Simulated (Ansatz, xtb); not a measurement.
## C2H9FSi2: which of two isomers lies lower

We compare a, `C[Si](C)(F)[SiH3]`, a singlet, with b, `FC[SiH2]C[SiH3]`, a singlet. Both are isolated molecules in the gas phase, relaxed with PBE0-D3(BJ)/def2-SVP; the shapes shown needn't be the lowest conformers.

a (Å):

```yaml
atoms:
  - { symbol: C, position_ang: [-0.6757, -1.2148, 0.6786] }
  - { symbol: C, position_ang: [1.3678, -2.4404, -1.2880] }
  - { symbol: F, position_ang: [1.3127, 0.3190, -0.6381] }
  - { symbol: Si, position_ang: [0.3075, -0.9546, -0.8888] }
  - { symbol: Si, position_ang: [-1.0824, -0.3786, -2.6917] }
  - { symbol: H, position_ang: [-1.3791, -2.0544, 0.5602] }
  - { symbol: H, position_ang: [-0.0047, -1.4468, 1.5212] }
  - { symbol: H, position_ang: [-1.2563, -0.3170, 0.9396] }
  - { symbol: H, position_ang: [0.7397, -3.3252, -1.4783] }
  - { symbol: H, position_ang: [2.0397, -2.6724, -0.4462] }
  - { symbol: H, position_ang: [1.9858, -2.2617, -2.1809] }
  - { symbol: H, position_ang: [-0.2826, -0.1265, -3.9310] }
  - { symbol: H, position_ang: [-2.0335, -1.5025, -2.9725] }
  - { symbol: H, position_ang: [-1.8870, 0.8447, -2.3837] }
```

b (Å):

```xyz
14

C    -3.0811   -0.1245    0.4557
C    -0.1412   -1.0852    0.6482
F    -3.3786   -1.2347   -0.3192
Si   -1.2598    0.3453    0.1761
Si   -0.5958   -2.7872   -0.0352
H    -3.7630    0.6980    0.1773
H    -3.2777   -0.3684    1.5153
H    -0.9678    1.5638    0.9968
H    -1.0786    0.6802   -1.2690
H    -0.0916   -1.1597    1.7483
H     0.8798   -0.8428    0.3055
H     0.5618   -3.7163    0.1591
H    -1.7692   -3.3528    0.6911
H    -0.8945   -2.7147   -1.4962
```

Quicker runs give these differences E(b) − E(a): GFN2-xTB +37.9 kcal/mol; HF/STO-3G +29.7 kcal/mol (at GFN2-xTB geometries); r2SCAN-D4/def2-SVP +55.3 kcal/mol (at GFN2-xTB geometries).

Task: Estimate E(b) − E(a) at the level CCSD(T)/def2-SVP + ΔMP2/def2-TZVPP.

Result: Calculated at CCSD(T)/def2-SVP + ΔMP2/def2-TZVPP: E(b) − E(a) = +58.6 kcal/mol, so structure a lies lower.

The same difference at several levels:

| level | geometry | E(b) − E(a) (kcal/mol) | departure from the last row (kcal/mol) | job, with rough time for the two |
| --- | --- | --- | --- | --- |
| GFN2-xTB | GFN2-xTB | +37.9 | −20.7 | optimisation, 0.44 s |
| HF/STO-3G | GFN2-xTB | +29.7 | −29.0 | single point, 1 s |
| r2SCAN-D4/def2-SVP | GFN2-xTB | +55.3 | −3.3 | single point, 7.2 s |
| PBE0-D3(BJ)/def2-SVP | PBE0-D3(BJ)/def2-SVP | +55.0 | −3.7 | optimisation, 91 s |
| HF/def2-SVP | PBE0-D3(BJ)/def2-SVP | +53.2 | −5.4 | part of the CCSD(T) run |
| MP2/def2-SVP | PBE0-D3(BJ)/def2-SVP | +55.7 | −2.9 | part of the CCSD(T) run |
| CCSD(T)/def2-SVP | PBE0-D3(BJ)/def2-SVP | +53.8 | −4.8 | single point |
| CCSD(T)/def2-SVP + ΔMP2/def2-TZVPP | PBE0-D3(BJ)/def2-SVP | +58.6 |  | single point, 78 s |

As drawn, b has 1 C–F, 1 C–Si, 2 Si–H in place of 1 F–Si, 1 Si–Si, 2 C–H.

None of the levels shown reverses the order. The largest departure from CCSD(T)/def2-SVP + ΔMP2/def2-TZVPP is that of HF/STO-3G, 29.0 kcal/mol. A small imaginary or near-zero mode remains, so no thermal terms are given. The last row adds to CCSD(T) the change of the MP2 difference between the two basis sets, here +4.8 kcal/mol, a large step that makes the value less sure.

The correlated steps freeze 13 core orbitals. Codes used: Ansatz 0.2.0, xtb 6.7.1; the last row on 2 threads of AMD EPYC 7R43 64-Core Processor (Zen 3) on a shared host.
